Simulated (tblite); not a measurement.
Question: Give a GFN2-xTB geometry of `C=[C]CCC(=C)CN` [radical]. (Doublet state.)

Answer: 
```xyz
20
C7H12N angstrom
C      2.5524   -0.4824    0.7310
C      2.1840    0.5935    0.1148
C      1.1161    1.1690   -0.6832
C      0.0744    0.1387   -1.1969
C     -0.6038   -0.6261   -0.1033
C     -0.6469   -1.9503   -0.0879
C     -1.2502    0.1937    0.9827
N     -2.0372    1.2803    0.4087
H      1.9529   -1.3963    0.7644
H      3.4900   -0.5476    1.2649
H      0.5951    1.9303   -0.0975
H      1.5481    1.6659   -1.5582
H      0.5624   -0.5566   -1.8814
H     -0.6811    0.7061   -1.7452
H     -1.1539   -2.4969    0.6901
H     -0.1693   -2.5432   -0.8498
H     -1.8373   -0.4712    1.6374
H     -0.4619    0.6462    1.5946
H     -2.8155    0.8991   -0.1205
H     -2.4237    1.8585    1.1470
```

Orientation and origin are arbitrary. Atoms count from 1 in this order. The 6 C–C bonds span 1.293 Å (C1=C2, drawn double) to 1.553 Å (C3–C4, drawn single), a spread of 0.260 Å. C1 (carbon bonded to C and 2 H) is planar (angles 123.6°, 122.2° and 114.2°, sum 360.0°, 0.00 Å off the plane of its three neighbours). C6 (carbon bonded to C and 2 H) is planar (angles 122.1°, 121.8° and 116.1°, sum 360.0°, 0.00 Å off the plane of its three neighbours). C5 (carbon bonded to 3 C) is planar (angles 122.3°, 121.4° and 116.3°, sum 360.0°, 0.00 Å off the plane of its three neighbours).

Bonds between heavy atoms (Å): C1=C2 1.293, C2–C3 1.452, C3–C4 1.553, C4–C5 1.497, C5=C6 1.325, C5–C7 1.506, C7–N8 1.459.

Computed geometry: GFN2-xTB, gas phase. This method treats the open shell by occupation alone, without spin polarisation.

Point group: C1 (no symmetry element, even within 0.4 Å). Its GFN2-xTB frequencies are all real (lowest 30 cm⁻¹). Torsions: C1–C2–C3–C4 -12°, C2–C3–C4–C5 58°, C3–C4–C5–C6 -127°, C4–C5–C7–N8 46°, C5–C7–N8–H 65° and -177°.

One conformer stands for the species.
